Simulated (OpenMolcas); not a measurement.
# A ladder of methods for GaCl (SMILES [Cl][Ga])

GaCl has 2 atoms, charge 0, and is taken as a singlet. As SMILES, `[Cl][Ga]`. The coordinates come from a PBE0-D4/def2-TZVP relaxation.

```xyz
2

Cl    0.0000    0.0000   -0.0236
Ga    0.0000    0.0000    2.1922
```

Each level gives the vertical energy of the triplet above the singlet (eV). The values are calculated.

```csv
level,kind,program,value (eV),less CCSD(T)/cc-pVTZ
PBE/cc-pVTZ,GGA,OpenMolcas,3.56,+0.14
revPBE/cc-pVTZ,GGA,OpenMolcas,3.48,+0.06
M06-L/cc-pVTZ,meta-GGA,OpenMolcas,3.95,+0.53
TPSS/cc-pVTZ,meta-GGA,OpenMolcas,3.43,+0.01
B3LYP/cc-pVTZ,global hybrid,OpenMolcas,3.68,+0.26
BHLYP/cc-pVTZ,global hybrid,OpenMolcas,3.56,+0.14
M06-2X/cc-pVTZ,hybrid meta-GGA,OpenMolcas,3.42,0.00
"CCSD(T)/cc-pVTZ, open shells restricted",coupled cluster or CI,OpenMolcas,3.42,0.00
```

CCSD(T)/cc-pVTZ, open shells restricted is the highest level here, not the true value. All-electron rows without a relativistic Hamiltonian named are non-relativistic. The values span 3.42 to 3.95 eV. In the correlated wave-function rows the outer d shell of Ga is correlated, in sets not made for it.
